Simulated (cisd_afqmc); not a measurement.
Input (AFQMC/CISD/def2-QZVPP; cisd_afqmc is a phaseless AFQMC code with CISD trial states that reads the integrals written by Ansatz): A basis named .json is the Basis Set Exchange file of that set.

Ansatz 0.2 input:
```python
import cisd_afqmc

open("ham.yaml", "w").write("""\
crystal:
  periodic: [false, false, false]
  atoms:
    - {symbol: Zr, position_ang: [0.00000000, 0.00000000, 0.00000000]}
basis:
  gaussian:
    orbitals: def2-QZVPP.json
magnetization: {spin_polarized: true, initial_magnetization: 2}
correlation: {method: ccsd, electrons: outside_noble_gas, hamiltonian_folder: ham}
scf: {lower_state_search: full}
""")
rep = cisd_afqmc.ansatz("ham.yaml")
e_ccsd = rep["correlation"]["coupled_cluster"]["energy"]["hartree"]
out = cisd_afqmc.run("ham", e_ccsd, trial="CISD", walkers=100, populations=8, threads=8, dt=0.005, steps=40, early=36, settle=10, least=32,
    cut=5e-5, rank_cut=2e-4, target=0.0004, seconds=1500, seed=1, memory=12960, gpu=False)
```

Output:

```
orbitals 77, occupied [3, 1], factors 378 of 502, rank of the doubles 153 of 298
E(HF) = -46.445699
E(CCSD) on the cut factors = -46.504063, shift to the whole factors 0.000000
Energy of the trial state on the determinant = -46.503986
  tau behind 10.8 of longer steps, mean of the populations' last blocks
   2.0  -46.50884
   4.0  -46.50786
   6.0  -46.50667
   8.0  -46.50754
blocks 312 (4 outliers left out), error by blocks joined: 1: 0.00008, 2: 0.00010, 4: 0.00013, 8: 0.00016, 16: 0.00019
E(AFQMC/CISD) = -46.50730 +/- 0.00019
```

The error still grows at the longest joins of blocks, or few joins were possible, so the printed bar may be too narrow.
